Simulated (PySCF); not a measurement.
**29Si chemical shifts**

Calculated, not measured (PySCF 2.14): GFN2-xTB geometry, PBE0/pcSseg-1 with gauge-including orbitals. One averaged value for each set of equivalent atoms, gas phase, single conformer, no relativistic terms.

Shieldings were converted by a linear fit to measured shifts: 29Si (scatter 8.9 ppm rms, 25.8 ppm with the 6 outliers that the fit left out vs TMS, solution or neat liquid). A few per cent of atoms miss by over 2 rms, more outside the fitted compound classes.

**Question.** Give the 29Si shifts of `N[Si](O)(O[SiH3])O[SiH3]`, `N[Si](O)(O[SiH3])O[SiH3]`, `O[Si@H](C1CCC1)N([SiH3])[SiH3]`, `C=CC[Si@@](N)(C[SiH3])O[SiH3]`, `C[C@@H]1CC[C@@]1([SiH3])C(=O)F`, `CC[C@@H]1C[SiH2]N[Si@H]1O[SiH3]`, `C#C[C@@](F)(CCC)[SiH2]O`, `CC[Si@@H](CF)C[SiH3]`, `CN(C)C(=O)[SiH2]C([SiH3])[SiH3]`, `O[SiH2]N([SiH2]O)[SiH2]O`, `O[SiH2]N([SiH2]O)[SiH2]O`.

**Answer.** 
```
                                                            compound                                              environment  δ (ppm)
                   [NH2:1][Si:2]([OH:3])([O:4][SiH3:5])[O:6][SiH3:7]                     Si5/7: silicon bonded to O, 3 H (×2)    -42.8
                   [NH2:1][Si:2]([OH:3])([O:4][SiH3:5])[O:6][SiH3:7]                            Si2: silicon bonded to N, 3 O    -67.9
                   [NH2:1][Si:2]([OH:3])([O:4][SiH3:5])[O:6][SiH3:7]                     Si5/7: silicon bonded to O, 3 H (×2)    -42.9
                   [NH2:1][Si:2]([OH:3])([O:4][SiH3:5])[O:6][SiH3:7]                            Si2: silicon bonded to N, 3 O    -68.0
[OH:1][Si@H:2]([CH:3]1[CH2:4][CH2:5][CH2:6]1)[N:7]([SiH3:8])[SiH3:9]                        Si2: silicon bonded to C, N, O, H    -13.3
[OH:1][Si@H:2]([CH:3]1[CH2:4][CH2:5][CH2:6]1)[N:7]([SiH3:8])[SiH3:9]                     Si8/9: silicon bonded to N, 3 H (×2)    -54.8
[CH2:1]=[CH:2][CH2:3][Si@@:4]([NH2:5])([CH2:6][SiH3:7])[O:8][SiH3:9]                         Si4: silicon bonded to 2 C, N, O    -16.4
[CH2:1]=[CH:2][CH2:3][Si@@:4]([NH2:5])([CH2:6][SiH3:7])[O:8][SiH3:9]                            Si9: silicon bonded to O, 3 H    -43.8
[CH2:1]=[CH:2][CH2:3][Si@@:4]([NH2:5])([CH2:6][SiH3:7])[O:8][SiH3:9]                            Si7: silicon bonded to C, 3 H    -69.8
                                      C[C@@H]1CC[C@@]1([SiH3])C(=O)F                                 silicon bonded to C, 3 H    -56.5
  [CH3:1][CH2:2][C@@H:3]1[CH2:4][SiH2:5][NH:6][Si@H:7]1[O:8][SiH3:9]  Si7: silicon bonded to C, N, O, H, in a 5-membered ring    -15.7
  [CH3:1][CH2:2][C@@H:3]1[CH2:4][SiH2:5][NH:6][Si@H:7]1[O:8][SiH3:9]   Si5: silicon bonded to C, N, 2 H, in a 5-membered ring    -32.1
  [CH3:1][CH2:2][C@@H:3]1[CH2:4][SiH2:5][NH:6][Si@H:7]1[O:8][SiH3:9]                            Si9: silicon bonded to O, 3 H    -45.0
                                             C#C[C@@](F)(CCC)[SiH2]O                              silicon bonded to C, O, 2 H    -26.1
                [CH3:1][CH2:2][Si@@H:3]([CH2:4][F:5])[CH2:6][SiH3:7]                            Si3: silicon bonded to 3 C, H    -23.2
                [CH3:1][CH2:2][Si@@H:3]([CH2:4][F:5])[CH2:6][SiH3:7]                            Si7: silicon bonded to C, 3 H    -70.7
  [CH3:1][N:2]([CH3:3])[C:4](=[O:5])[SiH2:6][CH:7]([SiH3:8])[SiH3:9]                          Si6: silicon bonded to 2 C, 2 H    -52.3
  [CH3:1][N:2]([CH3:3])[C:4](=[O:5])[SiH2:6][CH:7]([SiH3:8])[SiH3:9]                     Si8/9: silicon bonded to C, 3 H (×2)    -68.6
                                            O[SiH2]N([SiH2]O)[SiH2]O                         silicon bonded to N, O, 2 H (×3)    -28.3
                                            O[SiH2]N([SiH2]O)[SiH2]O                         silicon bonded to N, O, 2 H (×3)    -28.3
```
